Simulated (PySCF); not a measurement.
**A survey of ¹⁷O NMR shifts**

Calculated, not measured (PySCF 2.14.0 with density-fitted response routines): shieldings: GIAO PBE0/pcSseg-1, coordinates at the GFN2-xTB level. Isolated molecule, one conformer, no relativistic terms, one averaged value for each set of equivalent atoms.

Shieldings were converted by a linear fit to measured shifts: ¹⁷O (scatter 10.7 ppm rms, 12.2 ppm with the 3 outliers that the fit left out vs liquid water, solution or neat liquid). A few per cent of atoms miss by over 2 rms, more outside the fitted compound classes.

Question: Give the ¹⁷O shifts of `C[C@@H]1CC[C@@](C)(C(=O)Cl)C1`, `C=C[P@@](C)(=O)COC`, `CC[C@@H]1CCC[C@@H]1C(=O)Cl`, `Cn1ccc(O[SiH3])c1`, `C=CC[Si@H](O)CC#N`, `C[C@]1(C#N)CC[SiH2]O1`.

Answer: 
```json
{"compound": "C[C@@H]1CC[C@@](C)(C(=O)Cl)C1", "environment": "carbonyl oxygen", "δ (ppm)": "484.6"}
{"compound": "[CH2:1]=[CH:2][P@@:3]([CH3:4])(=[O:5])[CH2:6][O:7][CH3:8]", "environment": "O5: P=O oxygen", "δ (ppm)": "29.5"}
{"compound": "[CH2:1]=[CH:2][P@@:3]([CH3:4])(=[O:5])[CH2:6][O:7][CH3:8]", "environment": "O7: ether oxygen", "δ (ppm)": "-31.4"}
{"compound": "CC[C@@H]1CCC[C@@H]1C(=O)Cl", "environment": "carbonyl oxygen", "δ (ppm)": "492.8"}
{"compound": "Cn1ccc(O[SiH3])c1", "environment": "oxygen bonded to C, Si", "δ (ppm)": "12.4"}
{"compound": "C=CC[Si@H](O)CC#N", "environment": "oxygen bonded to Si, H", "δ (ppm)": "-15.8"}
{"compound": "C[C@]1(C#N)CC[SiH2]O1", "environment": "oxygen bonded to C, Si, in a 5-membered ring", "δ (ppm)": "26.2"}
```

Question: Order these by ¹⁷O shift, lowest first.
A. C=C[C@@H](Cl)C(C)(C)CC=O
B. FC(F)(F)OC1(C(F)(F)F)CC1
C. CC(/C=N\[SiH3])=C\C=O
D. C[C@@H]1C[C@H](C#N)O[SiH2]1
E. CC[C@@]1(C)C[C@@]1(C)C(=O)Cl

Answer: D (3.0 ppm, oxygen bonded to C, Si, in a 5-membered ring), B (65.5 ppm, ether oxygen), E (478.1 ppm, carbonyl oxygen), A (580.3 ppm, aldehyde oxygen), C (624.7 ppm, aldehyde oxygen).
